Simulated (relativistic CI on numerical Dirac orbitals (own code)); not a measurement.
What each ingredient does to the levels of Er XLVI

Base calculation: Dirac-Coulomb-Breit CI, orbitals from a KLI potential per configuration, model QED (radiative potential, 1s self-energy scaled to tabulated hydrogen-like ionisation energies), unscaled Slater integrals.

Configuration list (outside the closed core [Ne]): 3s²3p⁶3d⁵, 3s²3p⁵3d⁶, 3s²3p⁴3d⁷, 3s3p⁶3d⁶, 3p⁶3d⁷, 3s3p⁵3d⁷, 3s²3p⁶3d⁴4s, 3s²3p⁶3d⁴4p, 3s²3p⁴3d⁶4s, 3s²3p⁶3d⁴4d, 3s²3p⁴3d⁶4p, 3s²3p⁵3d⁵4s, 3s²3p⁶3d⁴4f, 3s3p⁵3d⁶4s, 3s²3p⁵3d⁵4p, 3s3p⁵3d⁶4p, 3p⁶3d⁶4s, 3s²3p⁶3d³4s², 3p⁶3d⁶4p, 3s²3p⁶3d³4s4p, 3s²3p⁶3d⁴5s, 3p⁶3d⁵4s². Levels of other configurations are missing.

Variants: (1) P86 correlation estimate; (2) Breit term removed; (3) one mean potential for all configurations. Shifts of the energy above 3s²3p⁶3d⁵ ⁴P5/2, in eV, for the lowest level and the first level of each name with at least 55 % of one term (blank where a level changes its place among those of its configuration and J or its character, or is not in the variant):

```csv
Level,Base,Δ(1),Δ(2),Δ(3)
3s²3p⁶3d⁵ ⁴P5/2,0.000,0.000,0.000,0.000
3s²3p⁶3d⁵ ²D3/2,74.110,0.000,+1.017,+0.009
3s²3p⁶3d⁵ ²I13/2,96.123,-0.002,+4.646,+0.024
3s²3p⁶3d⁵ ⁴D1/2,96.267,-0.001,+1.971,+0.022
3s²3p⁶3d⁵ ²G7/2,106.252,-0.001,+3.250,+0.021
3s²3p⁶3d⁵ ⁴F5/2,107.572,0.000,+2.159,+0.020
3s²3p⁶3d⁵ ²G9/2,121.724,0.000,+3.084,+0.018
3s²3p⁶3d⁵ ²P3/2,136.011,0.000,+2.017,+0.013
3s²3p⁶3d⁵ ²P1/2,168.510,0.000,+3.165,+0.027
3s²3p⁵3d⁶ ⁴H°13/2,366.181,+0.320,+5.236,-0.092
3s²3p⁵3d⁶ ⁴I°15/2,374.339,+0.320,+5.959,-0.092
```

At this charge energies of transitions that change n are usually good to better than 1 %, and those within a shell (Δn = 0) to a few per cent.

Ionisation energy from the two ground configurations alone: base 3741.75 eV; P86 correlation estimate 3743.79 eV; Breit term removed 3743 eV. The NIST ASD value (theoretical) is 3742 eV.

LS names give the leading component of a level, which can be under half, so a name can repeat, a term be missing and a line seem to break the LS rules.
